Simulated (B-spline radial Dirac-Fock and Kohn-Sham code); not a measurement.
Photoionisation of aluminum ions at Mo Kα (17479.3 eV)

Method: independent-particle photoionisation in a Dirac-Hartree-Slater potential with a Latter tail, all multipoles, thresholds from Dirac-Fock ΔSCF. Computed with a radial atomic solver. Cross sections in kb; a dash marks an empty subshell or a threshold above the photon energy.

```tsv
ion	configuration	total	1s	2s	2p3/2	3s	3p3/2
Al	[Ne] 3s2 3p1	0.2116	0.197	0.0129	0.000563	0.000934	4.42e-06
Al⁺	[Ne] 3s2	0.2118	0.197	0.0129	0.000564	0.00109	–
Al⁴⁺	[He] 2s2 2p5	0.2112	0.197	0.0137	0.000518	–	–
Al⁵⁺	[He] 2s2 2p4	0.2129	0.197	0.0147	0.000464	–	–
```
